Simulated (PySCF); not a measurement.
From one molecule to another.

First species: C₆H₁₃BO₂.
SMILES: `CC/C=C\B(OC)OC`

Second species: C6H13BO2.
SMILES: `CB(OCC(=C)C)OC`

Levels: wB97X-D/def2-SVPD for dipole moment, HOMO energy, LUMO energy, HOMO–LUMO gap, static isotropic polarisability and electronic spatial extent ⟨r²⟩ about the centre of nuclear charge; TDDFT wB97X-D/def2-SVPD for lowest singlet excitation; TDA wB97X-D/def2-SVPD for lowest triplet excitation (Tamm–Dancoff); ΔSCF wB97X-D/def2-SVPD for vertical ionisation energy; PBE0-D3(BJ)/def2-SVP for rotational constant A and rotational constant C. Geometries: PBE0-D3(BJ)/def2-SVP. Each structure is a single optimised conformer of the isolated species, non-relativistic unless stated; the electronic structure was computed with PySCF and density fitting.

The conformers computed, where there is a choice (atom-mapped SMILES and torsion angles):
- `[CH3:1][CH2:2]/[CH:3]=[CH:4]\[B:5]([O:6][CH3:7])[O:8][CH3:9]`: C1–C2–C3–C4 107°, C3–C4–B5–O6 -17°, C4–B5–O6–C7 180°, C4–B5–O8–C9 -2°
- `[CH2:1]=[C:2]([CH3:3])[CH2:4][O:5][B:6]([CH3:7])[O:8][CH3:9]`: C1–C2–C4–O5 0°, C2–C4–O5–B6 -135°, C4–O5–B6–C7 179°, O5–B6–O8–C9 179°

```
                                                         property    column X    column Y
                                                    dipole moment      1.73 D      0.84 D
                                                      HOMO energy    -8.82 eV    -9.13 eV
                                                      LUMO energy     1.83 eV     1.20 eV
                                                    HOMO–LUMO gap    10.65 eV    10.33 eV
                                        lowest singlet excitation     7.01 eV     6.31 eV
                         lowest triplet excitation (Tamm–Dancoff)     4.47 eV     3.99 eV
                                  static isotropic polarisability     95.6 au     97.6 au
                                       vertical ionisation energy     9.04 eV     9.25 eV
electronic spatial extent ⟨r²⟩ about the centre of nuclear charge  1777 bohr²  1658 bohr²
                                            rotational constant A   3.101 GHz   2.345 GHz
                                            rotational constant C   0.672 GHz   0.718 GHz
```

Question: Which column belongs to which species?

Answer: Column X is the second species and column Y the first. The first has 22 atoms and 70 electrons, the second 22 and 70.

Question: How does each property change from the first species to the second?

Answer: dipole moment +0.89 D; HOMO energy +0.31 eV; LUMO energy +0.63 eV; HOMO–LUMO gap +0.32 eV; lowest singlet excitation +0.70 eV; lowest triplet excitation (Tamm–Dancoff) +0.48 eV; static isotropic polarisability -2.0 au; vertical ionisation energy -0.21 eV; electronic spatial extent ⟨r²⟩ about the centre of nuclear charge +119 bohr²; rotational constant A +0.756 GHz; rotational constant C -0.046 GHz.

On the first: S1 lies 4.02 eV below the HOMO–LUMO gap; its leading configuration is HOMO→LUMO, weight 0.88. The polarisability is 14.46 Å³ as a volume (1 au = 0.148185 Å³), or 1.39 au for each of the 70 electrons.

On the second: S1 lies 3.64 eV below the HOMO–LUMO gap; its leading configuration is HOMO→LUMO, weight 0.50, beside HOMO→LUMO+2, weight 0.37. The vertical singlet–triplet gap S1 − T1 is 2.54 eV (TDDFT singlet less Tamm–Dancoff triplet; S1: HOMO→LUMO, weight 0.50, beside HOMO→LUMO+2, weight 0.37; T1: HOMO→LUMO+1, weight 0.87).
